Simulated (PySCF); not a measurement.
**Ge: excitation energy**

Ge [Ar] 3d10 4s2 4p2 (3P) → Ge [Ar] 3d10 4s1 4p3 (5S), as a difference of total energies. Computed with PySCF 2.14 in def2-QZVPPD (12s7p5d4f1g, 95 functions), with no relativity, point nucleus. Correlated levels: valence: [Ar] 3d10 frozen. The calculations carry no spin-orbit coupling.

```csv
method,excitation energy (cm⁻¹),difference from reference (cm⁻¹)
UHF,25555,-15403
MP2 (valence),33119,-7839
SCS-MP2 (valence),36547,-4411
CCSD (valence),34727,-6231
CCSD(T) (valence),35099,-5859
```

Reference: 40958 cm⁻¹ (measured; NIST levels, between the centres of gravity of the two terms).

These non-relativistic numbers lack the scalar-relativistic shift.

Errors of the correlated levels include the incompleteness of this basis and the frozen core.
